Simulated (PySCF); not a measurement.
CaHO, SMILES [OH][Ca], multiplicity 2.

Geometry: PBE-D3(BJ)/def2-TZVPD.

All values below come from r2SCAN/def2-TZVPD (PySCF).

Gas-phase values at a fixed geometry.

The total energy is -753.40267 hartree. The point group is C∞v and the α spin, highest occupied and lowest empty level comes out as -3.42 and -1.40 eV. The β spin, highest occupied and lowest empty level is -6.48 and -2.09 eV, the dipole moment comes out as 0.80 D and the mean static polarisability comes out as 156.4 bohr³ (23.18 Å³). The polarisability, principal values is 125.8, 171.7, 171.7 bohr³ and the ⟨S²⟩ is 0.750 (pure state 0.75).
